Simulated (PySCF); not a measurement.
Be(Me) (CH₃Be), SMILES [Be+][CH3], charge +1. Atoms are numbered in the order given.

```xyz
5

Be     0.0000     0.0000    -1.2282
C      0.0000     0.0000     0.4255
H      0.8944     0.5164     0.7866
H      0.0000    -1.0328     0.7866
H     -0.8944     0.5164     0.7866
```
Charge +1, spin multiplicity 1.

The structure is a stationary point at B3LYP-D3(BJ)/def2-TZVPD. The multiplicity is an assumed one; other spin states were not compared. The isomer is the one that the SMILES or the coordinates give; other isomers of the formula were not compared.

Two levels are set side by side: PBE/pcSseg-2 (PySCF) and PBE0/pcSseg-2 (PySCF). GIAO shifts against TMS (¹H), TMS (¹³C) at the same level; non-relativistic, no solvent, atoms listed together averaged. Differences are taken from unrounded values.

```tsv
quantity	PBE
δ(¹³C) of C2 (ppm)	-5.7
δ(¹H) of H3, H4, H5 (ppm)	2.11
```

**Question.** These are the PBE values. What does PBE0 give? (An estimate is asked for; the answer gives what the named calculation found.)

**Answer.** 
| quantity | PBE0 | PBE minus PBE0 |
|---|---|---|
| δ(¹³C) of C2 (ppm) | -5.7 | -0.1 |
| δ(¹H) of H3, H4, H5 (ppm) | 1.99 | 0.12 |

Rough cost on one machine, each run with all the roots and properties that it gave: PBE0 against PBE within a factor of 2.
